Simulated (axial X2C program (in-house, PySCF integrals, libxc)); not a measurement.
# What spin–orbit coupling does to SbS⁺

All values were computed with an in-house relativistic program for diatomic molecules. Spin-free means the one-electron spin-free X2C Hamiltonian; two-component (2c) means X2C with spin–orbit coupling and atomic mean-field two-electron Coulomb and Gaunt terms, so the difference of the two also holds small scalar two-electron terms. Basis: Sb dyall-cv3z [11s12p8d4f1g], S dyall-av3z [9s8p3d2f] (cores contracted in-house); Gaussian nuclei, density fitting, unrestricted open shells. Masses: Sb 120.904 u, S 31.972 u.

Spin-free state: M_S = 0, Λ = 0 (closed shell); fragments Sb+ + S.

| level | Re (Å) | ωe (cm⁻¹) | De (eV) | μ (D) |
| --- | --- | --- | --- | --- |
| PBEsol | 2.154 | 545.1 | 5.746 | -0.73 |

Dipoles are positive if S is the positive end and refer to the centre of mass.

Two-component determinant lowest at the distance of the search:

Ω = 0 (closed shell); fragments Sb+ + S.

```
 level  Re (Å)  ωe (cm⁻¹)  μ (D)
PBEsol   2.156      542.6  -0.73
```

(1) From the two tables, how do the constants change at the PBEsol level (2c against spin-free)?

Occupations by symmetry block were frozen at the best pattern of an incomplete PBE0 search. Closed shells are restricted here (equal orbitals for both partners); the stretched side of such a curve lies too high. Dissociation energies refer to the lowest single-determinant-based atoms at the same level and basis. De is not given where an atomic determinant may have missed its ground term or J level, or where the truncated virtual space spoils (T). The functionals have no current-density term, which raises determinants with orbital currents, atoms included.

Answers

(1) At the PBEsol level Re rises by 0.002 Å and ωe drops by 2.5 cm⁻¹.
